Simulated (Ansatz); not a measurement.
`c1csc(-c2cnc(-c3cnc(-c4cnc(-c5cncs5)s4)s3)s2)n1` with charge +1. The state is a doublet with charge 1. Geometry r2SCAN-D4/def2-SVP, that of the neutral singlet; atoms count from 1.

```csv
atom,x (Å),y (Å),z (Å)
C1,1.1784,3.4955,-7.3850
C2,-0.0275,2.8716,-7.6169
S3,-0.5319,2.0350,-6.1988
C4,0.9291,2.5895,-5.3892
C5,1.2377,2.2509,-4.0218
C6,2.3662,2.6404,-3.3076
N7,2.4482,2.2047,-2.0342
C8,1.4065,1.4693,-1.7037
C9,1.2367,0.8766,-0.4051
C10,2.1169,0.9821,0.6698
N11,1.7581,0.3431,1.7997
C12,0.6044,-0.2789,1.6632
C13,-0.0129,-1.0392,2.7151
C14,0.4930,-1.2317,3.9986
N15,-0.2569,-1.9845,4.8277
C16,-1.3582,-2.4050,4.2428
C17,-2.3428,-3.2285,4.8981
C18,-2.2923,-3.6939,6.2065
N19,-3.3422,-4.4580,6.6031
C20,-4.2094,-4.6011,5.6405
S21,-3.8020,-3.7984,4.1483
S22,-1.5318,-1.8716,2.5730
S23,-0.1229,-0.0974,0.0684
S24,0.2295,1.2721,-2.9995
N25,1.7056,3.3347,-6.1432
H26,1.7135,4.0937,-8.1268
H27,-0.6284,2.8620,-8.5257
H28,3.1500,3.2643,-3.7421
H29,3.0488,1.5484,0.6121
H30,1.4420,-0.8030,4.3273
H31,-1.4682,-3.4690,6.8863
H32,-5.1373,-5.1737,5.7192
```

Single mean-field runs in def2-TZVP are fitted with def2-universal-jkfit.

**Question.** Estimate the Mulliken populations of the heavy atoms from the PBE0/def2-TZVP orbitals of Ansatz.

**Answer.** 
```
atom  charge (e)  spin (α − β)
  C1       -0.07         -0.01
  C2       -0.14          0.13
  S3        0.09          0.02
  C4        0.08         -0.03
  C5        0.15          0.16
  C6       -0.09          0.03
  N7       -0.18          0.06
  C8        0.16          0.00
  C9        0.05          0.12
 C10       -0.08          0.08
 N11       -0.18          0.03
 C12        0.22          0.05
 C13       -0.01          0.06
 C14       -0.07          0.11
 N15       -0.17         -0.01
 C16        0.28          0.08
 C17       -0.08          0.00
 C18       -0.10          0.09
 N19       -0.16         -0.02
 C20       -0.05          0.08
 S21        0.08         -0.02
 S22        0.05         -0.03
 S23        0.05         -0.03
 S24        0.06         -0.01
 N25       -0.20          0.06
```
Mulliken values and Mayer orders depend strongly on the basis.

**Question.** Where does the spin sit?

**Answer.** Summed by element: C 0.97, S -0.07, N 0.12, H -0.03, of 1 unpaired in all. Largest on single atoms: C5 0.16, C2 0.13, C9 0.12.

**Question.** And the Mayer bond orders between bonded heavy atoms (over 0.3)?

**Answer.** C1–C2 1.57 (1.38 Å); C1–N25 1.37 (1.36 Å); C2–S3 1.28 (1.72 Å); S3–C4 1.25 (1.76 Å); C4–C5 1.06 (1.44 Å); C4–N25 1.53 (1.31 Å); C5–C6 1.39 (1.39 Å); C5–S24 1.23 (1.74 Å); C6–N7 1.45 (1.35 Å); N7–C8 1.45 (1.32 Å); C8–C9 1.10 (1.44 Å); C8–S24 1.24 (1.76 Å); C9–C10 1.37 (1.39 Å); C9–S23 1.22 (1.74 Å); C10–N11 1.47 (1.35 Å); N11–C12 1.44 (1.32 Å); C12–C13 1.10 (1.44 Å); C12–S23 1.24 (1.76 Å); C13–C14 1.39 (1.39 Å); C13–S22 1.21 (1.74 Å); C14–N15 1.44 (1.35 Å); N15–C16 1.47 (1.32 Å); C16–C17 1.05 (1.44 Å); C16–S22 1.24 (1.76 Å); C17–C18 1.48 (1.39 Å); C17–S21 1.21 (1.74 Å); C18–N19 1.37 (1.36 Å); N19–C20 1.62 (1.30 Å); C20–S21 1.31 (1.74 Å).
